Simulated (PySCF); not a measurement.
Spectrum to structure. Theory: TDDFT CAM-B3LYP/def2-SVPD, vertical, gas phase, core orbitals frozen in the response in PySCF 2.14.0, density-fitted response routines. Geometries: PBE0-D3(BJ)/def2-SVP, one conformer each.

```csv
state,E (eV),f
S1,5.34,0.316
S2,5.49,0.084
S3,5.88,0.238
S4,6.04,0.0005
S5,6.41,0.0072
S6,6.45,0.014
S7,6.66,0.315
S8,6.81,0.0039
S9,6.94,0.0067
S10,7.01,0.0000
```

Triplets computed (Tamm–Dancoff): 3.26, 4.10, 4.53, 5.21 eV.

Question: Which candidate is it? All have the formula C6H6S.
A. `C=CC1=CC=CS1`
B. `s1cc(C=C)cc1`
C. `c1ccccc1S`

Answer: B. Its S1, at 5.34 eV, is the highest among the candidates; the nearest of the others has S1 at 5.01 eV. S1 is HOMO→LUMO (76%), HOMO→LUMO+1 (10%). Löwdin shares by element: HOMO carbon 53% or more, sulfur 16% (atoms not listed hold the other 32%); LUMO carbon 54% or more, sulfur 16% (atoms not listed hold the other 30%). At the same level the other candidates give, for their lowest levels:
- `Sc1ccccc1`: 5.01 eV (f 0.011); 5.14 eV (f 0.002); 5.46 eV (f 0.224); 5.97 eV (f 0.017); 6.48 eV (f 0.185); T1 3.82 eV; HOMO -7.59, LUMO 0.58 eV
- `C=Cc1cccs1`: 4.69 eV (f 0.372); 5.44 eV (f 0.062); 5.76 eV (f 0.000); 6.19 eV (f 0.010); 6.28 eV (f 0.045); T1 2.83 eV; HOMO -7.49, LUMO -0.23 eV

The values belong to the conformer `[CH2:1]=[CH:2][c:3]1[cH:4][cH:5][s:6][cH:7]1`: C1–C2–C3–C4 0°.
